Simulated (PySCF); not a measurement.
SMILES c1c(cc(cc1)C=O)O (GFN2-xTB optimised geometry):

```
15

O     -1.197    -2.854    -0.005
C     -1.713    -1.765     0.000
C     -0.995    -0.486     0.000
C     -1.690     0.722     0.000
C     -0.988     1.915     0.000
C      0.394     1.917     0.000
C      1.098     0.712     0.000
O      2.452     0.761     0.000
C      0.399    -0.486     0.000
H     -2.816    -1.657     0.004
H     -2.770     0.720     0.000
H     -1.520     2.854    -0.001
H      0.953     2.839    -0.001
H      2.816    -0.133     0.001
H      0.916    -1.436     0.000
```

Calculation: PySCF 2.14.0 with PBE0/def2-TZVP.

Problem. What are the frontier orbital energies and the dipole moment?

Solution. HOMO-2 -7.80 eV, HOMO-1 -7.58 eV, HOMO -7.03 eV, LUMO -1.94 eV, LUMO+1 -0.31 eV; dipole moment 2.12 D.

Meta-Löwdin charges at PBE0/def2-TZVP: O1 -0.40, C2 0.27, C3 -0.04, C4 -0.13, C5 -0.11, C6 -0.14, C7 0.23, O8 -0.46, C9 -0.17, H10 0.07, H11 0.13, H12 0.13, H13 0.14, H14 0.36, H15 0.13.
